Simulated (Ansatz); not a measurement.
Geometry optimisation of K₂I⁺.

```yaml
crystal:
  periodic: [false, false, false]
  atoms:
    - {symbol: K, position_ang: [1.087873, -0.721916, 1.790302]}
    - {symbol: K, position_ang: [-0.095864, -0.641917, -2.118452]}
    - {symbol: I, position_ang: [-0.992009, 1.363833, 0.328140]}
basis:
  gaussian: {orbitals: def2-TZVP}
total_charge: 1
hamiltonian: {xc: r2scan, dispersion: d4}
scf: {lower_state_search: "off"}
output: {orbitals: {seedname: orbitals}}
relax: {f_tol: 0.02, max_steps: 100}
```

```sh
$ ansatz run in.yaml --threads 4 --pin off --events-out ev --progress --plain --max-ram 3916MiB
```

Output, abridged:

```
Functional definition: r2SCAN
mean field -40750.25455344 eV, -1497.5442333243 hartree, gradient 5.6e-6 eV, S^2 0.000000; 0 other end points of the search recorded, 0 dependent functions left out
relax step   1: F+E_penalty+E_count = -40750.26322505 eV  Δ(F+E_penalty+E_count) = +0.000e0 eV  max|allowed force component| = 4.821e-1 eV/Å  Δτ_max = 0.0000 Å  (16 SCF iters, accepted)
mean field -40750.45177106 eV, -1497.5514809383 hartree, gradient 1.1e-6 eV, S^2 0.000000; 0 other end points of the search recorded, 0 dependent functions left out
relax step   2: F+E_penalty+E_count = -40750.46043850 eV  Δ(F+E_penalty+E_count) = -1.972e-1 eV  max|allowed force component| = 3.416e-1 eV/Å  Δτ_max = 0.1763 Å  (19 SCF iters, accepted)
mean field -40750.60603848 eV, -1497.5571501614 hartree, gradient 2.3e-6 eV, S^2 0.000000; 0 other end points of the search recorded, 0 dependent functions left out
relax step   3: F+E_penalty+E_count = -40750.61471154 eV  Δ(F+E_penalty+E_count) = -1.543e-1 eV  max|allowed force component| = 2.551e-1 eV/Å  Δτ_max = 0.1924 Å  (18 SCF iters, accepted)
mean field -40750.72078531 eV, -1497.5613670294 hartree, gradient 2.4e-6 eV, S^2 0.000000; 0 other end points of the search recorded, 0 dependent functions left out
relax step   4: F+E_penalty+E_count = -40750.72975031 eV  Δ(F+E_penalty+E_count) = -1.150e-1 eV  max|allowed force component| = 1.926e-1 eV/Å  Δτ_max = 0.1946 Å  (18 SCF iters, accepted)
mean field -40750.80720081 eV, -1497.5645427405 hartree, gradient 2.6e-6 eV, S^2 0.000000; 0 other end points of the search recorded, 0 dependent functions left out
relax step   5: F+E_penalty+E_count = -40750.81686762 eV  Δ(F+E_penalty+E_count) = -8.712e-2 eV  max|allowed force component| = 1.393e-1 eV/Å  Δτ_max = 0.2000 Å  (18 SCF iters, accepted)
mean field -40750.86618859 eV, -1497.5667105015 hartree, gradient 2.2e-6 eV, S^2 0.000000; 0 other end points of the search recorded, 0 dependent functions left out
relax step   6: F+E_penalty+E_count = -40750.87609409 eV  Δ(F+E_penalty+E_count) = -5.923e-2 eV  max|allowed force component| = 9.559e-2 eV/Å  Δτ_max = 0.2000 Å  (18 SCF iters, accepted)
mean field -40750.90148240 eV, -1497.5680075251 hartree, gradient 2.3e-6 eV, S^2 0.000000; 0 other end points of the search recorded, 0 dependent functions left out
relax step   7: F+E_penalty+E_count = -40750.91133761 eV  Δ(F+E_penalty+E_count) = -3.524e-2 eV  max|allowed force component| = 5.945e-2 eV/Å  Δτ_max = 0.2000 Å  (18 SCF iters, accepted)
mean field -40750.92236681 eV, -1497.5687750130 hartree, gradient 2.2e-6 eV, S^2 0.000000; 0 other end points of the search recorded, 0 dependent functions left out
relax step   8: F+E_penalty+E_count = -40750.93213597 eV  Δ(F+E_penalty+E_count) = -2.080e-2 eV  max|allowed force component| = 4.863e-2 eV/Å  Δτ_max = 0.1946 Å  (18 SCF iters, accepted)
mean field -40750.93305088 eV, -1497.5691676454 hartree, gradient 2.1e-6 eV, S^2 0.000000; 0 other end points of the search recorded, 0 dependent functions left out
relax step   9: F+E_penalty+E_count = -40750.94274901 eV  Δ(F+E_penalty+E_count) = -1.061e-2 eV  max|allowed force component| = 5.972e-2 eV/Å  Δτ_max = 0.1945 Å  (18 SCF iters, accepted)
mean field -40750.93771845 eV, -1497.5693391754 hartree, gradient 1.9e-6 eV, S^2 0.000000; 0 other end points of the search recorded, 0 dependent functions left out
relax step  10: F+E_penalty+E_count = -40750.94738665 eV  Δ(F+E_penalty+E_count) = -4.638e-3 eV  max|allowed force component| = 6.421e-2 eV/Å  Δτ_max = 0.1472 Å  (18 SCF iters, accepted)
mean field -40750.94044934 eV, -1497.5694395338 hartree, gradient 1.7e-6 eV, S^2 0.000000; 0 other end points of the search recorded, 0 dependent functions left out
relax step  11: F+E_penalty+E_count = -40750.95011120 eV  Δ(F+E_penalty+E_count) = -2.725e-3 eV  max|allowed force component| = 4.634e-2 eV/Å  Δτ_max = 0.1079 Å  (18 SCF iters, accepted)
mean field -40750.94172674 eV, -1497.5694864772 hartree, gradient 1.4e-6 eV, S^2 0.000000; 0 other end points of the search recorded, 0 dependent functions left out
relax step  12: F+E_penalty+E_count = -40750.95139381 eV  Δ(F+E_penalty+E_count) = -1.283e-3 eV  max|allowed force component| = 1.801e-2 eV/Å  Δτ_max = 0.0784 Å  (19 SCF iters, accepted)
Total energy: -40750.95141380 eV, -1497.5698424702 hartree
Atom 0 at     0.935755    -0.065933     3.082418 Å, force    -0.005628     0.000641    -0.017861 eV/Å
Atom 1 at    -0.931544     0.060142    -3.083823 Å, force     0.005235    -0.000092     0.018013 eV/Å
Atom 2 at    -0.004211     0.005791     0.001394 Å, force     0.000393    -0.000549    -0.000152 eV/Å
Dipole moment:     0.007760    -0.010673    -0.002579 e Å
Checks for a lower state left out: stability, starts, cluster_reference, orbital_swaps, neighbouring_geometries, increment
```

Run time 20 s (4 threads of Arm Neoverse V1 on a shared host).

In the def2 sets I takes a core potential; there is no spin–orbit coupling. The structure comes from a short search, and lower isomers may exist.
